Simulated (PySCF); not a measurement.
Species: CH5Cl2PSn.
Z-matrix (Å and degrees, PBE0-D3(BJ)/def2-SVP geometry), rows numbered from 1:
```
C 
Sn  1  2.1347
P   2  2.5022  1  120.74
Cl  2  2.3596  1  108.15  3  -126.93
Cl  2  2.3528  1  106.34  3   119.47
H   1  1.0981  2  110.24  3    17.96
H   1  1.0984  2  107.61  3  -102.21
H   1  1.0978  2  108.45  3   138.69
H   3  1.4294  2   91.67  1   -95.18
H   3  1.4284  2   90.41  1   171.51
```

Method: PySCF 2.14.0, PBE0-D3(BJ)/def2-SVP geometry optimisation, gas phase, def2 core potentials past Kr.

Take the most abundant isotopes and a rigid rotor. The values belong to one conformer with, in the numbering `[CH3:1][Sn:2]([PH2:3])([Cl:4])[Cl:5]`, C1–Sn2–P3–H -95° and 172°.

(1) What are A, B and C (GHz)?

(2) Classify the top.

(3) What does the inertial defect say?

(4) Give the other two planar moments, Paa and Pbb, and the rms extents of the mass along the axes.

(5) Give the coordinates in the principal-axis frame, origin at the centre of mass.

(6) Where do the levels up to J = 2 lie, in cm⁻¹?

(7) Which lines would a microwave search look for?

Answers

(1) Ia = 390.93, Ib = 409.79, Ic = 519.18 u·Å²; 505379 MHz·u·Å²/I gives 1293, 1233 and 973.4 MHz, that is A = 1.2928, B = 1.2333, C = 0.9734 GHz.

(2) An asymmetric top. Ray's parameter κ = (2B − A − C)/(A − C) = 0.627; −1 is the prolate and +1 the oblate limit.

(3) Not planar: Δ = Ic − Ia − Ib = -281.53 u·Å². For a rigid frame Δ = −2 Σ m c², so Σ m c² = 140.77 u·Å² lies off the ab plane: 24.24 from hydrogen and 116.53 from heavier atoms. The atom farthest from that plane is 2.96 Å away.

(4) Paa = Σ m a² = (Ib + Ic − Ia)/2 = 269.02 and Pbb = Σ m b² = (Ia + Ic − Ib)/2 = 250.16 u·Å². With the mass M = 237.85 u, the rms extents √(P/M) along a, b and c are 1.06, 1.03, 0.77 Å.

(5) The sense of each axis is arbitrary; atoms in the order of the calculation.
```json
{"atom": "C1", "mass (u)": "12.000", "a (Å)": "0.598", "b (Å)": "-0.233", "c (Å)": "-2.297"}
{"atom": "Sn2", "mass (u)": "119.902", "a (Å)": "0.012", "b (Å)": "0.007", "c (Å)": "-0.258"}
{"atom": "P3", "mass (u)": "30.974", "a (Å)": "-2.340", "b (Å)": "0.625", "c (Å)": "0.332"}
{"atom": "Cl4", "mass (u)": "34.969", "a (Å)": "1.500", "b (Å)": "1.528", "c (Å)": "0.761"}
{"atom": "Cl5", "mass (u)": "34.969", "a (Å)": "0.384", "b (Å)": "-2.069", "c (Å)": "0.785"}
{"atom": "H6", "mass (u)": "1.008", "a (Å)": "-0.132", "b (Å)": "0.249", "c (Å)": "-2.961"}
{"atom": "H7", "mass (u)": "1.008", "a (Å)": "0.646", "b (Å)": "-1.310", "c (Å)": "-2.505"}
{"atom": "H8", "mass (u)": "1.008", "a (Å)": "1.589", "b (Å)": "0.221", "c (Å)": "-2.429"}
{"atom": "H9", "mass (u)": "1.008", "a (Å)": "-2.001", "b (Å)": "2.012", "c (Å)": "0.405"}
{"atom": "H10", "mass (u)": "1.008", "a (Å)": "-2.063", "b (Å)": "0.400", "c (Å)": "1.715"}
```

(6) Above 0(0,0):
J = 1: 1(0,1) 0.0736, 1(1,1) 0.0756, 1(1,0) 0.0843
J = 2: 2(0,2) 0.2138, 2(1,2) 0.2141, 2(1,1) 0.2401, 2(2,1) 0.2461, 2(2,0) 0.2531

(7) The dipole components are |μa| = 1.50 D, |μb| = 0.98 D, |μc| = 2.40 D. Intensities carry the squares of the components, which stand as 0.39 : 0.17 : 1.00 (a : b : c). Some lines, for components of 0.1 D or more:

| type | branch | J(Ka,Kc) | MHz | lower level (cm⁻¹) |
| --- | --- | --- | --- | --- |
| c | Q | 4(4,1) ← 4(3,1) | 589 | 0.824 |
| a | Q | 4(3,1) ← 4(3,2) | 591 | 0.804 |
| b | Q | 3(2,1) ← 3(1,2) | 741 | 0.465 |
| b | Q | 4(4,1) ← 4(3,2) | 1180 | 0.804 |
| b | R | 2(0,2) ← 1(1,1) | 4144 | 0.076 |
| b | R | 2(1,2) ← 1(0,1) | 4213 | 0.074 |
| c | R | 2(1,1) ← 1(0,1) | 4993 | 0.074 |
| b | R | 3(1,3) ← 2(0,2) | 6134 | 0.214 |
| b | R | 3(1,2) ← 2(2,1) | 6576 | 0.246 |
| b | R | 3(2,2) ← 2(1,1) | 6799 | 0.240 |
| c | R | 3(2,2) ← 2(1,2) | 7578 | 0.214 |
| c | R | 3(3,1) ← 2(2,1) | 7673 | 0.246 |
| a | R | 4(0,4) ← 3(0,3) | 8076 | 0.418 |
| b | R | 4(1,3) ← 3(2,2) | 8629 | 0.467 |
| a | R | 4(2,3) ← 3(2,2) | 8635 | 0.467 |
| b | R | 4(3,2) ← 3(2,1) | 9415 | 0.490 |
| a | R | 4(3,1) ← 3(3,0) | 9500 | 0.507 |
| c | R | 4(2,2) ← 3(1,2) | 10031 | 0.465 |
| b | R | 4(2,2) ← 3(1,3) | 11440 | 0.418 |

No frequency check. Constants of a rigid frame at the computed geometry: no zero-point averaging, no centrifugal distortion. A rigid rotor knows nothing of internal rotation, which can split or shift real lines. Quadrupole hyperfine structure (35Cl) is left out.

On one thread of an Arm Neoverse V1, on a shared host, this took 3.4 min and 0.50 GiB of memory at its peak. This is the geometry optimisation.
